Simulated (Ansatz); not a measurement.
Cost and result up the ladder for Si₁₉PH₃₀ (50 atoms). Charge 0, multiplicity 2. Geometry: PBE-D4/def2-SVP.

```xyz
50

P     0.4582    1.6433    1.1651
Si   -2.7421    2.6919    0.1219
Si    3.4252    2.2753   -1.1287
Si    0.2157    4.1520   -1.8546
Si    0.7835   -1.5979    0.4146
Si   -1.5583   -1.1748    0.3426
Si    0.3156    0.5255   -2.4614
Si   -0.6750   -2.6757    3.5685
Si   -0.9505   -4.8073    0.2971
Si    2.6893    2.1049    1.1005
Si    1.3220   -1.7756    2.7086
Si   -0.5399    3.5033    0.2798
Si   -2.2227   -1.1830    2.6118
Si   -2.8299    0.4900   -0.7283
Si    2.5616    4.3120   -1.9309
Si    2.6593    0.5724   -2.5676
Si   -0.5050    2.5163   -3.3837
Si    1.0410   -3.7908   -0.4381
Si   -2.4903   -3.2002   -0.4623
Si   -0.9848   -4.8302    2.6560
H    -3.6220    3.5860   -0.7184
H    -3.3309    2.6316    1.5114
H     4.9360    2.3180   -1.1246
H    -0.4257    5.4883   -2.1506
H     0.2598    2.0600    2.5320
H     1.7043   -0.6491   -0.3044
H    -0.2743   -0.7588   -2.9992
H    -0.7104   -2.7308    5.0772
H    -1.1697   -6.2030   -0.2365
H     3.0342    3.3861    1.8211
H     3.3777    0.9642    1.8087
H     1.6054   -0.4366    3.3442
H     2.5234   -2.6647    2.9077
H    -0.4432    4.6830    1.2177
H    -2.0925    0.1829    3.2423
H    -3.6566   -1.6327    2.7438
H    -4.2396    0.0163   -0.4340
H    -2.6845    0.4538   -2.2284
H     3.0312    5.4472   -1.0543
H     3.0118    4.5761   -3.3470
H     3.1122    0.9522   -3.9626
H     3.2641   -0.7652   -2.2267
H     0.0771    2.7887   -4.7514
H    -2.0075    2.5298   -3.4878
H     1.0827   -3.7861   -1.9487
H     2.2955   -4.4529    0.0762
H    -2.5337   -3.2093   -1.9721
H    -3.8921   -3.4049    0.0551
H     0.1030   -5.7395    3.1733
H    -2.3085   -5.3817    3.1253
```

Ansatz on 4 threads of AMD EPYC 7R13 on a shared host and a share (37 GiB) of an NVIDIA H100 80GB HBM3. Times are rough, and most runs start from the orbitals of an earlier one. PBE0-D4/def2-TZVP serves as the yardstick here, not as an exact answer. Differences are given only for rows in sets of like size (and for xTB, whose basis is part of the method), since another set adds its own error. Binding counts from free atoms at the same level (P quartet, Si triplet, H doublet; other spins of the atoms weren't run), without zero-point energy or a counterpoise term.

Correlated methods freeze 100 core orbitals. The rows differ in basis, and correlated rows in double-zeta sets carry the largest basis error. Single mean-field runs in def2-SVP, def2-TZVP are fitted with def2-universal-jkfit. Another isomer (doublet) lies 0.50 eV lower at PBE0-D4/def2-TZVP; other spin states weren't run for this one.

Correlated methods converge slowly with the basis, most of all in double-zeta sets.

```
                         level  functions  wall time  binding energy per atom (eV)  difference from PBE0-D4/def2-TZVP (eV)
               PBE-D4/def2-SVP        510      7.5 s                          3.17                                       –
              PBE0-D4/def2-SVP        510        8 s                          3.17                                       –
           revPBE-D4/def2-TZVP        920        8 s                          3.14                                   -0.03
                  MP2/def2-SVP        510      9.5 s                          2.91                                       –
             PBE0-D4/def2-TZVP        920       11 s                          3.17                                    0.00
PBE-D4/def2-TZVP (with forces)        920       11 s                          3.17                                    0.00
           r2SCAN-D4/def2-TZVP        920       13 s                          3.19                                    0.02
```
